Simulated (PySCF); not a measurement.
SnHg⁺ at r²SCAN0

Level: r²SCAN0. Sn def2-SVP with ECP28, Hg def2-SVP with ECP60; scalar-relativistic core potentials (PySCF 2.14).

For SnHg⁺, the state is ²Π (doublet), unpaired electrons π ↑. The bond length is 2.902 Å, the harmonic wavenumber is 107 cm⁻¹ and the force constant is 0.506 mdyn/Å. The rotational constant Be is 0.02660 cm⁻¹ and the anharmonicity ωexe is 0.374 cm⁻¹. The vibration–rotation constant αe is 0.000116 cm⁻¹. The well depth De to Sn⁺ + Hg is 93 kJ/mol, the dissociation energy D0 is 92 kJ/mol and the bond order (Mayer) is 0.69. The dipole moment (positive dipole points towards Hg; it is taken about the centre of mass and depends on that origin) is -3.10 D.

These are scalar-relativistic numbers at best; spin–orbit coupling would shift them, the dissociation energy most. For an ion De counts to the pair picked by the measured ionisation energies or electron affinities, which need not be the lowest pair at this level. The state was picked by a PBE0 search and need not be the measured ground state.
